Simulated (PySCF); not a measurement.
Computed with CAM-B3LYP-D3(BJ)/def2-TZVP run with PySCF 2.14.0. Isolated molecules, 0 K electronic values unless said otherwise. One relaxed conformer stands for a flexible species; it need not be the lowest. Delta-SCF ions had no search for a lower state. Excitations are Tamm–Dancoff values on a coarser integration grid. The basis has no diffuse functions, so Rydberg states are missing or too high.

Reference species (SMILES): `[CH3][Al]([CH3])[CH3]` (neutral, multiplicity 1).

- vertical ionisation energy (Delta-SCF): 9.76 eV
- S1 oscillator strength: 0.000
- S1 excitation (TDA): 5.82 eV

Changed species: `[SH][Al]([CH3])[CH3]` (C–Al–S–H torsion 179°) (1 of 3 CH3 replaced by SH; the reference has 0 of 3 CH3 replaced by SH).

**Question.** What does the change do to the vertical ionisation energy (Delta-SCF), S1 oscillator strength and S1 excitation (TDA)?

**Answer.** the vertical ionisation energy (Delta-SCF) stays essentially unchanged; the S1 oscillator strength is nearly the same; the S1 excitation (TDA) rises by 0.38 eV, to 6.20 eV.
